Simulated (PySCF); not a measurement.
Species: C4H8OSi2.
Structure used (PBE0-D3(BJ)/def2-SVP), in Å, numbered top down from 1:
```
atom  x, y, z in Å
C1    -3.297    1.309   -0.713
C2    -2.657    0.662    0.096
Si3   -1.670   -0.309    1.301
O4    -0.248   -0.790    0.615
Si5    0.737   -0.747   -0.725
C6     2.400   -0.100   -0.196
C7     2.668    0.249    1.067
H8    -3.867    1.873   -1.430
H9    -1.382    0.545    2.486
H10   -2.453   -1.506    1.710
H11    0.858   -2.129   -1.278
H12    0.133    0.129   -1.775
H13    3.194    0.000   -0.949
H14    3.649    0.631    1.374
H15    1.909    0.163    1.853
```

Computed, not measured: PySCF 2.14.0, PBE0-D3(BJ)/def2-SVP geometry optimisation, gas phase.

Masses are those of the commonest isotopes; rigid-rotor values at the optimised geometry. The values belong to one conformer with, in the numbering `[CH:1]#[C:2][SiH2:3][O:4][SiH2:5][CH:6]=[CH2:7]`, C2–Si3–O4–Si5 3°, Si3–O4–Si5–C6 124°, O4–Si5–C6–C7 0°.

(1) What are A, B and C (MHz)?

(2) What kind of rotor is it?

(3) Is it planar, by Δ = Ic − Ia − Ib?

(4) Predict some low-J microwave lines.

(5) Estimate the classical rotational partition function at 10 K, 100 K and 298.15 K.

Results:

(1) Ia = 154.50, Ib = 566.05, Ic = 620.46 u·Å²; 505379 MHz·u·Å²/I gives A = 3271, B = 892.8, C = 814.5 MHz.

(2) A near-prolate asymmetric top: κ = (2 × 892.8 − 3271 − 814.5)/(3271 − 814.5) = -0.94.

(3) Not planar: Δ = Ic − Ia − Ib = -100.09 u·Å². For a rigid frame Δ = −2 Σ m c², so Σ m c² = 50.04 u·Å² lies off the ab plane: 11.70 from hydrogen and 38.34 from heavier atoms. The atom farthest from that plane is 2.01 Å away.

(4) The dipole components are |μa| = 0.01 D, |μb| = 0.60 D, |μc| = 0.72 D. The squared components, which scale the intensities, stand as 0.00 : 0.70 : 1.00 (a : b : c). Some lines, for components of 0.1 D or more:

```csv
type,branch,"J(Ka,Kc)",MHz,lower level (cm⁻¹)
b,R,"2(0,2) ← 1(1,1)",1035,0.136
c,Q,"4(1,4) ← 4(0,4)",2049,0.569
c,Q,"1(1,1) ← 1(0,1)",2378,0.057
b,Q,"3(1,2) ← 3(0,3)",2661,0.341
b,Q,"4(1,3) ← 4(0,4)",2832,0.569
b,R,"1(1,1) ← 0(0,0)",4086,0.000
b,R,"4(0,4) ← 3(1,3)",4620,0.414
b,R,"2(1,2) ← 1(0,1)",5715,0.057
c,Q,"3(2,2) ← 3(1,2)",7019,0.430
b,Q,"2(2,0) ← 2(1,1)",7137,0.255
b,Q,"2(2,1) ← 2(1,2)",7370,0.248
b,Q,"4(2,3) ← 4(1,4)",7647,0.637
c,R,"3(1,2) ← 2(0,2)",7775,0.171
b,R,"4(1,4) ← 3(0,3)",8860,0.341
c,R,"2(2,0) ← 1(1,0)",10630,0.139
c,Q,"4(3,2) ← 4(2,2)",12065,0.893
c,R,"3(2,1) ← 2(1,1)",12266,0.255
b,R,"4(2,3) ← 3(1,2)",13846,0.430
b,R,"4(2,2) ← 3(1,3)",14345,0.414
c,Q,"4(4,1) ← 4(3,1)",16918,1.295
b,R,"3(3,1) ← 2(2,0)",17208,0.493
b,R,"3(3,0) ← 2(2,1)",17210,0.493
b,R,"4(4,1) ← 3(3,0)",23752,1.067
c,R,"4(4,1) ← 3(3,1)",23752,1.067
b,R,"4(4,0) ← 3(3,1)",23752,1.067
```

(5) Point group C1, symmetry number σ = 1; q = (√π/σ)·√((kT/h)³/(ABC)), k/h = 20836.6 MHz/K: 3460 at 10 K, 109000 at 100 K, 563000 at 298.15 K.

Whether it is a minimum is left open (no frequencies). No vibrational averaging or centrifugal distortion is included, and the geometry carries the error of its method.
